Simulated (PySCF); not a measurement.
NaI, optimised at PBE0/def2-TZVP:

```xyz
2

Na     0.0021    -1.0002     0.9172
I     -0.0021     1.0002    -0.9172
```

Method: PySCF energies (xtb for GFN2) plus ideal-gas RRHO corrections (1 bar). All species are closed-shell singlets. I: scalar-relativistic def2 core potential, no spin-orbit coupling.

**Question.** List the harmonic frequencies (cm⁻¹, unscaled) at this level and at the other levels, each on its own geometry.

**Answer.** 
- PBE0/def2-TZVP: 256
- GFN2-xTB: 249
- PBE/def2-SVP: 249
